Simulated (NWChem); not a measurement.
**Atomisation of C2H7FSi2**

```
C
C 1 1.3368
F 1 1.3511 2 118.79
H 2 1.0946 1 116.61 3 180.00
Si 2 1.8785 4 120.50 1 180.00
H 5 1.4930 2 108.46 4 0.00
H 5 1.4933 6 108.90 2 -120.86
H 5 1.4933 6 108.90 7 -118.28
Si 1 1.8910 2 128.09 4 0.00
H 9 1.4905 1 108.08 2 0.00
H 9 1.4918 10 110.41 1 119.74
H 9 1.4918 10 110.41 11 120.53
```
Charge 0, spin multiplicity 1.

Program: NWChem. Structure: optimised with PBE0/def2-SVP, held to Cs symmetry and with no frequency check, so it may be a saddle point.

Basis set: def2-SVP. The atomisation energy is electronic alone: no zero-point, thermal, spin-orbit or counterpoise terms. No value is extrapolated to the basis-set limit. Free atoms are single determinants with multiplicities F 2, C 3, Si 3, H 2. Correlated methods freeze the same cores in atoms and molecule, 13 orbitals in all.

The structure started from a generated list of species. No SCF solution was tested for a lower state. Open-shell Hartree-Fock references start from PBE0 orbitals.

Question: For the atomisation energy, PBE0 gives 988.0 kcal/mol and MP2 gives 943.8 kcal/mol. What do BHandHLYP, HF, PBE give?

Answer: BHandHLYP: 965.0 kcal/mol; HF: 742.2 kcal/mol; PBE: 1002.9 kcal/mol.
